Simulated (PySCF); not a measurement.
C3H3, multiplicity 2. Atoms are numbered in the order given.

```xyz
6

C      0.0503    -1.5739     0.0000
C     -0.1062    -0.3138     0.0000
C      0.0170     1.1332     0.0000
H      1.0852     1.3816     0.0000
H     -0.4259     1.5726     0.8965
H     -0.4259     1.5726    -0.8965
```
Charge 0, spin multiplicity 2.

The structure is a stationary point at ωB97X-D3(BJ)/def2-TZVP. The isomer is the one that the SMILES or the coordinates give; other isomers of the formula were not compared.

All values below come from PBE0/def2-TZVPD (PySCF).

Mulliken values depend strongly on the basis, most of all with diffuse functions as here. ESP charges are fitted to the potential on shells at 1.4 to 2.0 van der Waals radii. Atomic charges (e):

```
atom  ESP fit  meta-Löwdin  Mulliken spin
----  -------  -----------  -------------
C1      -0.41        -0.15           0.53
C2       0.45         0.02           0.42
C3      -0.81        -0.35          -0.01
H4       0.25         0.17           0.04
H5       0.26         0.15           0.01
H6       0.26         0.15           0.01
```
